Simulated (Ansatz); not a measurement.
Reaction (homolysis of the C–In bond): `C[O][In]([CH3])[SH]` → `[CH3]`• + `C[O][In][SH]`•

Computed with Ansatz on PBE0-D4/def2-TZVP structures; ΔE is electronic, products minus reactants. CCSD(T)/CBS adds triple-zeta CCSD(T) − MP2 to the extrapolated MP2 energy (def2 sets, frozen cores). This one scheme is used for every species. DFT in def2-TZVPP. HSE06 is defined as in plane-wave codes. No spin–orbit coupling; open shells (•) take unrestricted orbitals. Elements past krypton have def2 core potentials. For In outer-core shells are correlated without core-valence functions, which leaves a few kJ/mol of doubt a bond. Each species was taken in one conformer, which may not be the lowest.

What is ΔE at CCSD(T)/CBS? (Estimate.)

The calculation gave: +283.3 kJ/mol.

What do these levels give: revPBE-D4, HSE06-D4, PBE-QIDH, revPBE, BLYP, r2SCAN, BHLYP, RPA@PBE/def2-TZVPP, CCSD(T)/def2-SVP, SCS-MP2/def2-TZVPP, CCSD/def2-TZVPP, CCSD(T)/def2-TZVPP? (An estimate is asked.)

The calculation gave: revPBE-D4 240.2, HSE06-D4 260.4, PBE-QIDH 275.0, revPBE 228.1, BLYP 220.2, r2SCAN 239.4, BHLYP 239.0, RPA@PBE/def2-TZVPP 260.9, CCSD(T)/def2-SVP 256.9, SCS-MP2/def2-TZVPP 284.8, CCSD/def2-TZVPP 265.8, CCSD(T)/def2-TZVPP 274.6 kJ/mol.

Largest T1 diagnostic among the species: 0.021.

From r2SCAN to r2SCAN0 (25 % exact exchange), in def2-TZVPP and without D4, ΔE moves by +3.5 kJ/mol. In def2-TZVPP, CCSD(T) changes the Hartree–Fock value by +110.9 kJ/mol (the triples alone add +8.8 kJ/mol) and MP2 by +128.3 kJ/mol; breaking electron pairs costs correlation energy, which Hartree–Fock lacks.
